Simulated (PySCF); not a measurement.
Species: C5H7Si (doublet state).
Numbering: `[CH3:1][Si@H:2]1[C:3]=[CH:4][CH:5]=[CH:6]1` (hydrogens: H7, H8, H9 on C1; H10 on Si2; H11 on C4; H12 on C5; H13 on C6)

Computed with UKS B3LYP, pcH-1 on C H Si, non-relativistic, mean-field spin-orbit, GIAO in PySCF 2.14.0. Geometry: GFN2-xTB; no solvent, vibrations or thermal averaging. A GFN2-xTB geometry isn't a minimum of the functional, and hyperfine couplings can be far from their values at a DFT geometry. Stability of the SCF solution: not tested.

Computed for the main isotopes (class means, splittings of 0.05 mT or more): g = 2.0020; H11 1H +82.4 MHz (2.94 mT); H13 1H +10.1 MHz (0.36 mT); H12 1H +7.4 MHz (0.27 mT); H10 1H -2.7 MHz (0.10 mT); 16 first-order lines, 3.66 mT wide.

**Question.** What changes when 1H at H12 is replaced by 2H?

**Answer.** Only the nuclear moment changes in this model. The ratio of g factors is 0.85744/5.58569 = 0.1535, so a goes from +7.4 to +1.1 MHz (0.041 mT). The spin goes from 1/2 to 1, so the 1:1 doublet becomes a 1:1:1 triplet. The spectrum then has 24 first-order lines over 3.48 mT, counting the new splitting although it is under 0.05 mT.

Lines, offset from centre (mT) (relative intensity): -1.74 (1), -1.70 (1), -1.66 (1), -1.64 (1), -1.60 (1), -1.56 (1), -1.38 (1), -1.34 (1), -1.30 (1), -1.28 (1), -1.24 (1), -1.20 (1), +1.20 (1), +1.24 (1), +1.28 (1), +1.30 (1), +1.34 (1), +1.38 (1), +1.56 (1), +1.60 (1), +1.64 (1), +1.66 (1), +1.70 (1), +1.74 (1)

**Question.** Where do the 13C satellites of C3 appear, and how strong are they?

**Answer.** a = +362.5 MHz, or 12.94 mT in magnitude, and I = 1/2, so to first order each main line has two satellites, at ±6.47 mT. The isotope's abundance is about 1.07 %, shared among 2 lines, so each has 0.54 % of the main line's intensity. At 340 mT second-order shifts move them to lower field by up to 0.12 mT.

**Question.** Where do the 13C satellites of C5 appear, and how strong are they?

**Answer.** a = +85.4 MHz, or 3.05 mT in magnitude, and I = 1/2, so to first order each main line has two satellites, at ±1.52 mT. The isotope's abundance is about 1.07 %, shared among 2 lines, so each has 0.54 % of the main line's intensity.

**Question.** Give position and intensity of the satellites from 29Si at Si2.

**Answer.** a = -76.5 MHz, or 2.73 mT in magnitude, and I = 1/2, so to first order each main line has two satellites, at ±1.36 mT. The isotope's abundance is about 4.7 %, shared among 2 lines, so each has 2.5 % of the main line's intensity.

The run took 42 s (with the writing of density and orbital grids) on one thread of an Arm Neoverse V2, no GPU (shared host), and the process peaked at 0.88 GiB of memory.
